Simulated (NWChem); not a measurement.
System: C₃H₇N; SMILES NCC=C

NWChem input:

```
start job
memory heap 200 mb stack 900 mb global 1100 mb
geometry units angstroms noautoz
  C      0.031130     1.848140    -0.244066
  C      0.278157     0.688602     0.366375
  C     -0.534121    -0.565001     0.186789
  N      0.342231    -1.688657    -0.174217
  H     -0.802658     1.963775    -0.934448
  H      0.644845     2.728889    -0.074402
  H      1.127624     0.593554     1.042562
  H     -1.010148    -0.825418     1.143321
  H     -1.352218    -0.370062    -0.529950
  H      0.727104    -1.531676    -1.104459
  H     -0.200811    -2.548834    -0.226298
end
basis spherical
  * library def2-svp
end
dft
  xc xperdew91 perdew91
  iterations 150
  mulliken
end
task dft energy
```

Excerpt of the output:

```
             Northwest Computational Chemistry Package (NWChem) 7.3.0
             --------------------------------------------------------

 C1  symmetry detected

                             Geometry "geometry" -> ""
                             -------------------------

 Output coordinates in angstroms (scale by  1.889725989 to convert to a.u.)

  No.       Tag          Charge          X              Y              Z
 ---- ---------------- ---------- -------------- -------------- --------------
    1 C                    6.0000     0.03853200     1.84618271    -0.25081214
    2 C                    6.0000     0.24938636     0.69028968     0.37977541
    3 C                    6.0000    -0.54963709    -0.56519837     0.15869073
    4 N                    7.0000     0.34771157    -1.68982350    -0.14281326
    5 H                    1.0000    -0.75238742     1.95708619    -0.99064190
    6 H                    1.0000     0.64024543     2.72854330    -0.04948775
    7 H                    1.0000     1.05679238     0.59991281     1.10626335
    8 H                    1.0000    -1.08203450    -0.82090589     1.08634306
    9 H                    1.0000    -1.32337469    -0.37511888    -0.60694536
   10 H                    1.0000     0.78762373    -1.53750946    -1.04912345
   11 H                    1.0000    -0.19053358    -2.55088767    -0.22263916

 Effective nuclear repulsion energy (a.u.)     117.3927619038

  perdew91 is a nonlocal functional; adding pw91lda local functional.

                                 NWChem DFT Module
                                 -----------------

 Summary of "ao basis" -> "ao basis" (spherical)
 ------------------------------------------------------------------------------
       Tag                 Description            Shells   Functions and Types
 ---------------- ------------------------------  ------  ---------------------
 C                          def2-svp                 6       14   3s2p1d
 N                          def2-svp                 6       14   3s2p1d
 H                          def2-svp                 3        5   2s1p

            General Information
            -------------------
          SCF calculation type: DFT
          Wavefunction type:  closed shell.
          No. of atoms     :    11
          No. of electrons :    32
           Alpha electrons :    16
            Beta electrons :    16
          Charge           :     0
          Spin multiplicity:     1
          Use of symmetry is: off; symmetry adaption is: off
          Maximum number of iterations: 150
          AO basis - number of functions:    91
                     number of shells:    45
          Convergence on energy requested:  1.00D-06
          Convergence on density requested:  1.00D-05
          Convergence on gradient requested:  5.00D-04

              XC Information
              --------------
                 Perdew 1991   Exchange Functional  1.000
                Perdew 1991 Correlation Functional  1.000 non-local
            Perdew 1991 LDA Correlation Functional  1.000 local

             Grid Information
             ----------------
          Grid used for XC integration:  medium
          Radial quadrature: Mura-Knowles
          Angular quadrature: Lebedev.
          Tag              B.-S. Rad. Rad. Pts. Rad. Cut. Ang. Pts.
          ---              ---------- --------- --------- ---------
          C                   0.70       49          11.0       434
          N                   0.65       49          11.0       434
          H                   0.35       45          13.0       434
          Grid pruning is: on
          Number of quadrature shells:   511
          Spatial weights used:  Erf1

      Superposition of Atomic Density Guess
      -------------------------------------

 Sum of atomic energies:        -170.61356623

      Non-variational initial energy
      ------------------------------

 Total energy =    -173.159940
 1-e energy   =    -460.279579
 2-e energy   =     169.726877
 HOMO         =      -0.310871
 LUMO         =       0.001547

     ---------------------------------------------
      Total Density - Mulliken Population Analysis
     ---------------------------------------------

    Atom       Charge   Shell Charges
 -----------   ------   -------------------------------------------------------
    1 C    6     6.21   1.99  0.97  0.26  2.00  0.96  0.03
    2 C    6     6.17   1.99  0.98  0.27  1.94  0.95  0.04
    3 C    6     5.92   1.99  0.95  0.15  1.91  0.88  0.05
    4 N    7     7.57   1.99  1.04  0.47  2.48  1.57  0.01
    5 H    1     0.90   0.67  0.21  0.03
    6 H    1     0.90   0.67  0.20  0.03
    7 H    1     0.91   0.68  0.21  0.02
    8 H    1     0.91   0.69  0.20  0.02
    9 H    1     0.94   0.69  0.22  0.02
   10 H    1     0.79   0.61  0.13  0.04
   11 H    1     0.78   0.61  0.13  0.04

   convergence    iter        energy       DeltaE   RMS-Dens  Diis-err
 ---------------- ----- ----------------- --------- --------- ---------
 d= 0,ls=0.0,diis     1   -172.9963843918 -2.90D+02  9.82D-03  3.93D-01
 d= 0,ls=0.0,diis     2   -173.0150962203 -1.87D-02  5.14D-03  2.29D-01
 d= 0,ls=0.0,diis     3   -173.0303822604 -1.53D-02  2.28D-03  9.26D-02
 d= 0,ls=0.0,diis     4   -173.0401141433 -9.73D-03  6.17D-04  2.59D-03
 d= 0,ls=0.0,diis     5   -173.0402851154 -1.71D-04  2.71D-04  1.28D-03
  Resetting Diis
 d= 0,ls=0.0,diis     6   -173.0404574200 -1.72D-04  5.91D-05  3.72D-05
 d= 0,ls=0.0,diis     7   -173.0404621444 -4.72D-06  3.01D-05  2.07D-06
 d= 0,ls=0.0,diis     8   -173.0404616636  4.81D-07  2.07D-05  5.63D-06
 d= 0,ls=0.0,diis     9   -173.0404623674 -7.04D-07  4.42D-06  3.13D-07

         Total DFT energy =     -173.040462367387
      One electron energy =     -464.640561414198
           Coulomb energy =      199.878737746772
    Exchange-Corr. energy =      -25.671400603808
 Nuclear repulsion energy =      117.392761903847

 Numeric. integr. density =       31.999996707504

                       DFT Final Molecular Orbital Analysis
                       ------------------------------------

 Vector   14  Occ=2.000000D+00  E=-2.994564D-01
              MO Center=  5.3D-02,  7.6D-01,  9.3D-02, r^2= 3.2D+00
   Bfn.  Coefficient  Atom+Function         Bfn.  Coefficient  Atom+Function
  ----- ------------  ---------------      ----- ------------  ---------------
    33      0.250524   3 C  py               67     -0.248277   7 H  s
    62      0.242522   6 H  s                57     -0.230376   5 H  s
    18     -0.227335   2 C  px                4      0.194566   1 C  px
    32      0.181248   3 C  px               19     -0.167272   2 C  py
    31      0.162110   3 C  s                20     -0.154586   2 C  pz

 Vector   15  Occ=2.000000D+00  E=-2.324731D-01
              MO Center=  9.7D-02,  1.1D+00,  6.5D-02, r^2= 2.1D+00
   Bfn.  Coefficient  Atom+Function         Bfn.  Coefficient  Atom+Function
  ----- ------------  ---------------      ----- ------------  ---------------
     6      0.292234   1 C  pz               20      0.285246   2 C  pz
     4     -0.263705   1 C  px               18     -0.246606   2 C  px
     9      0.193963   1 C  pz               23      0.188845   2 C  pz
     7     -0.181124   1 C  px               21     -0.150673   2 C  px
    72     -0.129991   8 H  s                 5      0.122606   1 C  py

 Vector   16  Occ=2.000000D+00  E=-1.907355D-01
              MO Center=  2.8D-01, -1.5D+00, -3.6D-02, r^2= 1.6D+00
   Bfn.  Coefficient  Atom+Function         Bfn.  Coefficient  Atom+Function
  ----- ------------  ---------------      ----- ------------  ---------------
    48      0.387213   4 N  pz               46      0.356474   4 N  px
    45     -0.316662   4 N  s                51     -0.298866   4 N  pz
    49     -0.284461   4 N  px               77     -0.206508   9 H  s
    44     -0.173454   4 N  s                78     -0.168928   9 H  s
    17      0.138555   2 C  s                68     -0.105143   7 H  s

 Vector   17  Occ=0.000000D+00  E=-2.376406D-02
              MO Center=  8.5D-02,  9.4D-01,  4.2D-02, r^2= 3.1D+00
   Bfn.  Coefficient  Atom+Function         Bfn.  Coefficient  Atom+Function
  ----- ------------  ---------------      ----- ------------  ---------------
    23     -0.426000   2 C  pz                9      0.419248   1 C  pz
     7     -0.357289   1 C  px               45     -0.334523   4 N  s
    20     -0.315421   2 C  pz               21      0.309752   2 C  px
     6      0.304624   1 C  pz                4     -0.274132   1 C  px
    88      0.267001  11 H  s                18      0.265498   2 C  px

 Vector   18  Occ=0.000000D+00  E= 3.909699D-02
              MO Center= -3.3D-01, -1.4D+00, -5.6D-01, r^2= 5.2D+00
   Bfn.  Coefficient  Atom+Function         Bfn.  Coefficient  Atom+Function
  ----- ------------  ---------------      ----- ------------  ---------------
    31      1.318415   3 C  s                45      1.002265   4 N  s
    78     -0.883226   9 H  s                88     -0.832872  11 H  s
    83     -0.736856  10 H  s                73     -0.578475   8 H  s
    35     -0.406170   3 C  px               21      0.327044   2 C  px
    58     -0.298434   5 H  s                51     -0.250903   4 N  pz

 Vector   19  Occ=0.000000D+00  E= 6.842763D-02
              MO Center=  4.2D-01,  1.2D+00,  3.9D-01, r^2= 7.1D+00
   Bfn.  Coefficient  Atom+Function         Bfn.  Coefficient  Atom+Function
  ----- ------------  ---------------      ----- ------------  ---------------
     3      1.358619   1 C  s                63     -1.291119   6 H  s
    68     -1.010787   7 H  s                31      0.837157   3 C  s
    73     -0.837429   8 H  s                45     -0.600911   4 N  s
    17      0.567562   2 C  s                58     -0.556003   5 H  s
     8      0.416028   1 C  py               23      0.350218   2 C  pz

[...]
```

Level: PW91/def2-SVP. Coordinates come from a B3LYP/6-31G* (spherical d) optimisation.
